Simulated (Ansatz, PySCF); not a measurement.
C2H7FSi2 (SMILES F[SiH2]/C=C/[SiH3]), singlet, at a GFN2-xTB geometry. Base run: PySCF with CASSCF(6,5)/6-31G.

Here is a job for PySCF.
```python
from pyscf import gto, scf, mcscf
import numpy

mol = gto.Mole()
mol.atom = '''
    Si    2.788297   -0.025932    0.135161
    C     0.978047   -0.509138    0.325168
    C    -0.062625    0.199787   -0.111277
    Si   -1.866633   -0.283608    0.078820
    F    -2.724606    0.891265   -0.619345
    H     2.879362    1.265690   -0.546050
    H     3.395424    0.059810    1.466462
    H     3.473034   -1.059639   -0.646594
    H     0.775479   -1.446263    0.833899
    H     0.138660    1.137228   -0.620183
    H    -2.220520   -1.490195   -0.657423
    H    -2.315809   -0.298359    1.464931
'''
mol.basis = '6-31g'
mol.charge = 0
mol.spin = 0
mol.verbose = 4
mol.build()

mf = scf.RHF(mol)
mf.kernel()
mc = mcscf.CASSCF(mf, 5, 6)
mc.fix_spin_(ss=0.0)
mc.kernel()
occ = numpy.linalg.eigvalsh(mc.fcisolver.make_rdm1(mc.ci, mc.ncas, mc.nelecas))[::-1]
ss = mc.fcisolver.spin_square(mc.ci, mc.ncas, mc.nelecas)[0]
print('natural occupations', occ.round(4), ' <S^2>', round(ss, 4))
```

Programs used: Ansatz (an electronic-structure program), PySCF; a row that names a program was run with it.

Each row names what was changed in the base input (with any setting that the change needs).

```
change                                            ΔE vs base (mEh)            natural occupations  <S^2> of the state
------------------------------------------------  ----------------  -----------------------------  ------------------
base                                                         0.000       2.00 1.98 1.92 0.08 0.02                0.00
active space = 8 electrons, 6 orbitals                      -1.419  2.00 2.00 1.98 1.92 0.08 0.02                0.00
state_average = 2 states                                    17.025                              -                   -
active space = 6 electrons, 6 orbitals                     -12.343  1.98 1.98 1.92 0.09 0.02 0.02                0.00
solver = newton                                              0.000       2.00 1.98 1.92 0.08 0.02                0.00
active space = 4 electrons, 4 orbitals                       1.739            1.98 1.92 0.08 0.02                0.00
fix_spin_ = off                                              0.000       2.00 1.98 1.92 0.08 0.02                0.00
code = ansatz                                                0.021                              -                   -
conv_tol = 1e-5                                              1.364       2.00 1.98 1.92 0.08 0.02                0.00
correction = SC-NEVPT2                                      -358.1       2.00 1.98 1.92 0.08 0.02                0.00
orbitals = fixed (CASCI); correction = SC-NEVPT2            -362.9       2.00 2.00 1.96 0.04 0.00                0.00
```

Active orbitals are taken around the Fermi level unless the row says otherwise; CASSCF can end in different local minima, and two programs can end on different orbitals. State-averaged rows give the lowest state.
